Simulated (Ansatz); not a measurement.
The cluster KNa₂⁺, relaxed as a quintet with UKS PBE/def2-TZVP in Ansatz, starting from the PBE/def2-TZVP geometry of the charge +1 singlet. Force threshold 0.02 eV/Å.

At PBE/def2-TZVP a singlet of charge 1 lies 20.74 eV below the quintet, each at its own geometry. The structure comes from a short search, and lower isomers may exist.

Start:

```xyz
3

Na    0.3660    1.5146    1.3208
Na    0.9269    0.5049   -1.7489
K    -1.2929   -2.0196    0.4280
```

Task: Estimate the energy that the relaxation releases and the steps that it takes.

Result: 0.18 eV, in 6 steps; 39 s on 4 threads of Arm Neoverse V1 on a shared host. No frequencies were taken in this run, so the end may be a saddle point.

Task: Does the start keep its bonding and symmetry?

Result: Bonds lost: Na1–Na2 (atoms count from 1). Point group C2v at the start, Cs at the end, both within 0.05 Å.

Task: Predict the relaxed structure.

Result: 
```xyz
3

Na    0.202    1.601    1.900
Na    0.967    0.224   -2.287
K    -1.169   -1.825    0.387
```
Bond lengths (bridged metal pairs left out): 2 × K–Na 3.99 Å.
